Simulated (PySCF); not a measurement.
PySCF input file for AlO, SMILES [O]=[Al], multiplicity 2, TDA-CAM-B3LYP/def2-TZVPD. Geometry: PBE0-D3(BJ)/def2-TZVPD.

```python
import numpy as np
from pyscf import gto, scf, dft, tdscf

mol = gto.M(
    atom='''
    Al    0.00000000    0.00000000   -0.61700291
    O     0.00000000    0.00000000    1.00262973
    ''',
    basis='def2-TZVPD',
    charge=0,
    spin=1,
    max_memory=1600,
    verbose=4,
)
mf = dft.UKS(mol, xc='cam-b3lyp').density_fit(auxbasis='def2-universal-jkfit')
mf.grids.level = 3
mf.conv_tol = 1e-9
mf.max_cycle = 100
mf.kernel()
fine, coarse = mf.grids, dft.Grids(mol).set(level=1).build(with_non0tab=True)
for _ in range(3):  # follow internal instabilities
    mf.grids = coarse
    mo, _, stable, _ = mf.stability(return_status=True, nroots=4)
    mf.grids = fine
    if stable:
        break
    mf.kernel(mf.make_rdm1(mo, mf.mo_occ))
mf.grids = dft.Grids(mol).set(level=1).build(with_non0tab=True)  # coarser grid for the response kernel
td = tdscf.TDA(mf)
td.nstates = 10
td.conv_tol = 1e-4
td.positive_eig_threshold = 1e-6
td.kernel(x0=td.get_init_guess(mf, 15))
td.analyze()
```

Output:

```
PySCF version 2.14.0

[INPUT] verbose = 4
[INPUT] num. atoms = 2
[INPUT] num. electrons = 21
[INPUT] charge = 0
[INPUT] spin (= nelec alpha-beta = 2S) = 1
[INPUT] symmetry False subgroup None
[INPUT] Mole.unit = angstrom
[INPUT] Symbol           X                Y                Z      unit          X                Y                Z       unit  Magmom
[INPUT]  1 Al     0.000000000000   0.000000000000  -0.617002910000 AA    0.000000000000   0.000000000000  -1.165966517960 Bohr   0.0
[INPUT]  2 O      0.000000000000   0.000000000000   1.002629730000 AA    0.000000000000   0.000000000000   1.894695594047 Bohr   0.0

nuclear repulsion = 33.9795757238382
number of shells = 29
number of NR pGTOs = 124
number of NR cGTOs = 83
basis = def2-TZVPD
ecp = {}


[settings echo left out]
init E= -317.534503877052
  alpha nocc = 11  HOMO = -0.25884320110476  LUMO = -0.0236449475433698
  beta  nocc = 10  HOMO = -0.467441015233333  LUMO = -0.258843201104781

WARN: HOMO -0.25884320110476 >= LUMO -0.258843201104781

cycle= 1 E= -317.312985895574  delta_E= 0.222  |g|= 0.817  |ddm|= 1.06
  alpha nocc = 11  HOMO = -0.0464067520209355  LUMO = 0.0203858351915486
  beta  nocc = 10  HOMO = -0.100464205648941  LUMO = -0.0332250628808453
  HOMO = -0.0464067520209  LUMO = -0.0332250628808  gap/eV = 0.35869
cycle= 2 E= -312.88023371871  delta_E= 4.43  |g|= 2.54  |ddm|= 2.43
  alpha nocc = 11  HOMO = -0.31974576962929  LUMO = -0.0202112188351623
  beta  nocc = 10  HOMO = -0.34365515341287  LUMO = -0.162962168724924
  HOMO = -0.319745769629  LUMO = -0.162962168725  gap/eV = 4.26630
cycle= 3 E= -317.616179972034  delta_E= -4.74  |g|= 0.111  |ddm|= 2.23
  alpha nocc = 11  HOMO = -0.320518893500552  LUMO = -0.0119816914306012
  beta  nocc = 10  HOMO = -0.315658088609776  LUMO = -0.143679117619179
  HOMO = -0.31565808861  LUMO = -0.143679117619  gap/eV = 4.67979
cycle= 4 E= -317.628646470222  delta_E= -0.0125  |g|= 0.0657  |ddm|= 0.231
  alpha nocc = 11  HOMO = -0.33272426755806  LUMO = -0.00662570983576019
  beta  nocc = 10  HOMO = -0.331226653519288  LUMO = -0.134525738662802
  HOMO = -0.331226653519  LUMO = -0.134525738663  gap/eV = 5.35250
cycle= 5 E= -317.630446565822  delta_E= -0.0018  |g|= 0.0447  |ddm|= 0.0642
  alpha nocc = 11  HOMO = -0.334169838378113  LUMO = -0.00535919077474764
  beta  nocc = 10  HOMO = -0.337844811504921  LUMO = -0.130989153574269
  HOMO = -0.334169838378  LUMO = -0.130989153574  gap/eV = 5.52883
cycle= 6 E= -317.631496395559  delta_E= -0.00105  |g|= 0.0254  |ddm|= 0.0454
  alpha nocc = 11  HOMO = -0.335028991084735  LUMO = -0.00519478652461451
  beta  nocc = 10  HOMO = -0.343371345636669  LUMO = -0.129293720125993
  HOMO = -0.335028991085  LUMO = -0.129293720126  gap/eV = 5.59834
cycle= 7 E= -317.632011366206  delta_E= -0.000515  |g|= 0.00644  |ddm|= 0.0399
  alpha nocc = 11  HOMO = -0.334707906409933  LUMO = -0.00498404890673446
  beta  nocc = 10  HOMO = -0.344547983678507  LUMO = -0.128500779347974
  HOMO = -0.33470790641  LUMO = -0.128500779348  gap/eV = 5.61118
cycle= 8 E= -317.632090160675  delta_E= -7.88e-05  |g|= 0.00159  |ddm|= 0.0184
  alpha nocc = 11  HOMO = -0.334415844759  LUMO = -0.00487805149967243
  beta  nocc = 10  HOMO = -0.344743584357034  LUMO = -0.128144408126609
  HOMO = -0.334415844759  LUMO = -0.128144408127  gap/eV = 5.61293
cycle= 9 E= -317.632108917912  delta_E= -1.88e-05  |g|= 0.000652  |ddm|= 0.0128
  alpha nocc = 11  HOMO = -0.334336844843166  LUMO = -0.00486437826027317
  beta  nocc = 10  HOMO = -0.344960211488684  LUMO = -0.128060494088743
  HOMO = -0.334336844843  LUMO = -0.128060494089  gap/eV = 5.61307
cycle= 10 E= -317.632110171904  delta_E= -1.25e-06  |g|= 0.000119  |ddm|= 0.00397
  alpha nocc = 11  HOMO = -0.334323527295585  LUMO = -0.00485868077750917
  beta  nocc = 10  HOMO = -0.344982134803403  LUMO = -0.12807531781224
  HOMO = -0.334323527296  LUMO = -0.128075317812  gap/eV = 5.61230
cycle= 11 E= -317.632110182737  delta_E= -1.08e-08  |g|= 2.71e-05  |ddm|= 0.000236
  alpha nocc = 11  HOMO = -0.334325147509271  LUMO = -0.00485928136355278
  beta  nocc = 10  HOMO = -0.344995220721374  LUMO = -0.128083552624538
  HOMO = -0.334325147509  LUMO = -0.128083552625  gap/eV = 5.61212
cycle= 12 E= -317.632110183859  delta_E= -1.12e-09  |g|= 1.09e-05  |ddm|= 8e-05
  alpha nocc = 11  HOMO = -0.334325579895083  LUMO = -0.00485938858198388
  beta  nocc = 10  HOMO = -0.34499077257128  LUMO = -0.128082916694986
  HOMO = -0.334325579895  LUMO = -0.128082916695  gap/eV = 5.61215
cycle= 13 E= -317.632110183969  delta_E= -1.11e-10  |g|= 3.71e-06  |ddm|= 2.38e-05
  alpha nocc = 11  HOMO = -0.33432565330458  LUMO = -0.00485926196788721
  beta  nocc = 10  HOMO = -0.344993091066312  LUMO = -0.128083061677629
  HOMO = -0.334325653305  LUMO = -0.128083061678  gap/eV = 5.61215
Extra cycle  E= -317.632110183973  delta_E= -3.69e-12  |g|= 6.08e-06  |ddm|= 6.19e-06
converged SCF energy = -317.632110183973  <S^2> = 0.76238094  2S+1 = 2.0123428
tot grids = 11536
uhf_internal: lowest eigs of H = [0.05059332 0.05059495 0.14934469 0.2915455 ]
<class 'pyscf.df.df_jk.DFUKS'> wavefunction is stable in the internal stability analysis
tot grids = 11536
Overwritten attributes  positive_eig_threshold  of <class 'pyscf.tdscf.uks.TDA'>


******** <class 'pyscf.tdscf.uks.TDA'> for <class 'pyscf.df.df_jk.DFUKS'> ********
nstates = 10
deg_eia_thresh = 1.000e-03
wfnsym = None
conv_tol = 0.0001
eigh lindep = 1e-12
eigh level_shift = 0
eigh max_cycle = 100


Excitation energies (eV)
[0.92433838 0.92433838 2.82468175 4.60493877 4.60493877 4.89427241
 5.08719102 5.08719563 5.34164495 5.45813998]

** Excitation energies and oscillator strengths **
Excited State   1:      0.92434 eV   1341.33 nm  f=0.0018
       9b ->   11b      0.29095
      10b ->   11b     -0.94130
Excited State   2:      0.92434 eV   1341.33 nm  f=0.0018
       9b ->   11b      0.94130
      10b ->   11b      0.29095
Excited State   3:      2.82468 eV    438.93 nm  f=0.0726
       9a ->   13a     -0.20988
      10a ->   12a     -0.20988
      11a ->   14a      0.10022
       8b ->   11b     -0.91089
       9b ->   12b     -0.11499
      10b ->   13b     -0.11499
Excited State   4:      4.60494 eV    269.24 nm  f=0.0693
      11a ->   12a     -0.92371
       8b ->   12b     -0.19304
       8b ->   13b      0.27313
Excited State   5:      4.60494 eV    269.24 nm  f=0.0693
      11a ->   13a      0.92371
       8b ->   12b     -0.27312
       8b ->   13b     -0.19304
Excited State   6:      4.89427 eV    253.33 nm  f=0.0003
       9a ->   13a      0.47379
      10a ->   12a      0.47379
       9b ->   12b     -0.45688
       9b ->   13b     -0.14894
       9b ->   20b     -0.12422
      10b ->   12b      0.14894
      10b ->   13b     -0.45688
      10b ->   19b     -0.12422
Excited State   7:      5.08719 eV    243.72 nm  f=0.0000
       9a ->   13a     -0.54095
      10a ->   12a      0.54095
       9b ->   12b      0.23595
       9b ->   13b      0.34674
      10b ->   12b      0.34674
      10b ->   13b     -0.23595
Excited State   8:      5.08720 eV    243.72 nm  f=0.0000
       9a ->   12a      0.54095
      10a ->   13a      0.54095
       9b ->   12b      0.34674
       9b ->   13b     -0.23596
      10b ->   12b     -0.23596
      10b ->   13b     -0.34674
Excited State   9:      5.34164 eV    232.11 nm  f=0.0000
       9a ->   12a      0.69265
      10a ->   13a     -0.69265
Excited State  10:      5.45814 eV    227.15 nm  f=0.0000
       9b ->   12b     -0.21346
       9b ->   13b      0.65481
       9b ->   19b      0.13970
      10b ->   12b     -0.65481
      10b ->   13b     -0.21346
      10b ->   20b     -0.13970

** Transition electric dipole moments (AU) **
state          X           Y           Z        Dip. S.      Osc.
  1         0.2026     -0.1911      0.0000      0.0776      0.0018
  2        -0.1911     -0.2026      0.0000      0.0776      0.0018
  3         0.0000     -0.0000     -1.0240      1.0486      0.0726
  4        -0.5698      0.5377      0.0000      0.6139      0.0693
  5         0.5377      0.5698      0.0000      0.6139      0.0693
  6        -0.0000     -0.0000     -0.0519      0.0027      0.0003
  7         0.0000     -0.0000     -0.0000      0.0000      0.0000
  8        -0.0000      0.0000     -0.0000      0.0000      0.0000
  9         0.0000     -0.0000     -0.0000      0.0000      0.0000
 10        -0.0000      0.0000      0.0000      0.0000      0.0000

** Transition velocity dipole moments (imaginary part, AU) **
state          X           Y           Z        Dip. S.      Osc.
  1         0.0075     -0.0071     -0.0000      0.0001      0.0021
  2        -0.0071     -0.0075     -0.0000      0.0001      0.0021
  3         0.0000     -0.0000      0.0136      0.0002      0.0012
  4        -0.0602      0.0568      0.0000      0.0069      0.0270
  5         0.0568      0.0602      0.0000      0.0069      0.0270
  6         0.0000      0.0000      0.0162      0.0003      0.0010
  7         0.0000      0.0000     -0.0000      0.0000      0.0000
  8        -0.0000     -0.0000      0.0000      0.0000      0.0000
  9         0.0000      0.0000     -0.0000      0.0000      0.0000
 10         0.0000      0.0000     -0.0000      0.0000      0.0000

** Transition magnetic dipole moments (imaginary part, AU) **
state          X           Y           Z
  1         0.1871      0.1983      0.0000
  2         0.1983     -0.1871     -0.0000
  3        -0.0000      0.0000     -0.0000
  4        -0.5770     -0.6114      0.0000
  5        -0.6114      0.5770     -0.0000
  6         0.0000     -0.0000      0.0000
  7         0.0000      0.0000     -0.0000
  8        -0.0000     -0.0000     -0.0000
  9         0.0000     -0.0000      0.0000
 10         0.0000      0.0000      0.0000
```

The calculation finished and met its thresholds.

Cost: about 30 core-seconds (a rough figure).
